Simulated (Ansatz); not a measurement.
Relaxation of CH$_{7}$AlB$_{2}$O$_{2}$ (13 atoms, charge 0, multiplicity 1), to a largest force component of 0.02 eV/Å in at most 50 steps.

These are results of RKS PBE0-D4/def2-SVP in Ansatz, not measurements.

```xyz
13
Properties=species:S:1:pos:R:3
O -2.340 -1.062 0.166
B -1.119 -0.406 0.523
C -0.084 -0.030 -0.612
Al 1.686 -1.088 -0.328
B 0.280 1.518 -0.579
O 0.850 2.158 0.633
H -2.183 -1.988 0.175
H -0.836 -0.182 1.657
H -0.461 -0.273 -1.553
H 1.548 -2.662 -0.615
H 2.545 -0.694 0.919
H 0.117 2.191 -1.510
H -0.224 0.727 0.119
```

Where does it end, and by what steps?

It converged. After 42 steps the energy has fallen by 6.323 eV; H12 moved furthest, 2.44 Å. The start is strongly strained (largest force component 8 eV/Å), so its close contacts needn't be bonds. Parted: C3–B5 (1.59 → 4.04 Å), B5–H13 (1.17 → 3.94 Å). Joined: Al4–O6 (3.49 → 2.03 Å).

```csv
step,energy less start (eV),largest force component (eV/Å),accepted
0,0.0000,8.085,yes
2,-2.9859,4.983,yes
4,-3.8978,1.671,yes
6,-4.6234,0.975,yes
8,-5.2508,1.306,yes
10,-5.5030,0.681,yes
12,-5.5326,0.173,yes
14,-5.5541,0.371,yes
16,-5.5689,0.683,yes
18,-5.5764,1.573,no
20,-5.6048,0.274,yes
22,-5.6416,1.066,yes
24,-5.7099,0.936,yes
26,-5.8247,0.301,yes
28,-6.0622,0.357,yes
30,-6.1563,1.086,no
32,-6.2497,0.221,yes
34,-6.2784,0.215,yes
36,-6.3016,0.693,yes
38,-6.3206,0.141,yes
40,-6.3226,0.088,yes
42,-6.3229,0.007,yes
```

```xyz
13
Properties=species:S:1:pos:R:3
O -2.055 -2.275 0.075
B -1.496 -1.283 0.829
C -0.866 -0.058 0.147
Al 1.083 -0.377 -0.080
B 1.863 2.423 -1.504
O 1.581 1.383 -0.965
H -2.369 -3.006 0.614
H -1.468 -1.428 2.042
H -1.280 0.128 -0.859
H 1.559 -1.345 -1.261
H 2.018 -0.240 1.212
H 2.140 3.443 -2.032
H -0.934 0.845 0.777
```

Whether the end is a true minimum wasn't checked by a vibrational analysis.

The run took 2 min on 2 threads of Intel(R) Xeon(R) Platinum 8488C (Sapphire Rapids), with other jobs on the host, peak memory 0.32 GiB.
